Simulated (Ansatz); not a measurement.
# Energy profile

The step: SiH₄O ([OH][SiH3]) + SiH₄O ([OH][SiH3]) → Si₂H₆O₂ ([OH][SiH2][O][SiH3]) + H₂; bonds formed: Si1–O7, H2–H6; bonds broken: Si1–H2, H6–O7 (atoms numbered as in the saddle structure below).

```csv
atom,x (Å),y (Å),z (Å)
Si1,-0.3494,-0.3053,1.2614
H2,1.2472,-0.0322,1.8359
H3,-0.1815,-1.7085,1.7430
H4,-0.9245,0.6362,2.2461
O5,-1.5361,-0.5572,0.0849
H6,1.3166,0.4706,0.7765
O7,0.5704,0.6407,-0.0151
Si8,0.4797,0.5513,-1.6975
H9,-2.0756,-1.3351,0.2275
H10,1.6747,1.2808,-2.1863
H11,0.5385,-0.8596,-2.1370
H12,-0.7599,1.2184,-2.1393
```

Electronic energies by CCSD(T) at an estimated basis limit (MP2 extrapolated from triple and quadruple zeta, plus CCSD(T) − MP2 in triple zeta), on PBE0-D4/def2-TZVP structures; Si₂H₈O₂, closed shell; no counterpoise correction. Program: Ansatz 0.2.0. Basis: def2-TZVPP and def2-QZVPP. Cores are frozen in the correlated methods. Extrapolation: Hartree–Fock as exp(−7.88 √X), correlation as X^−2.97.

Give the profile in eV, counted from the separated reactants. (An estimate is asked for; the value comes from the calculation.)

By the calculation:
```
                                                                                                                                        point      eV
separated: SiH₄O (linked as [OH][SiH3]; Si1, H2, H3, H4, O5, H9; singlet) + SiH₄O (linked as [OH][SiH3]; H6, O7, Si8, H10, H11, H12; singlet)   0.000
                                                                                                                              start structure  -0.119
                                                                                                                                       saddle   1.325
                                                                                                                                end structure  -1.206
              separated: Si₂H₆O₂ (linked as [OH][SiH2][O][SiH3]; Si1, H3, H4, O5, O7, Si8, H9, H10, H11, H12; singlet) + H₂ (H2, H6; singlet)  -1.180
```

The T1 diagnostic stays at or below 0.012.

For scale, one of the runs: CCSD(T)/def2-TZVPP, 258 basis functions, launched by `ansatz run in.yaml --threads 4 --pin off --events-out ev --progress --plain --max-ram 9574MiB`. Time: 2.4 min of wall clock on 4 CPU threads of an Arm Neoverse V1; the host was shared. Peak host memory: 5.7 GiB.
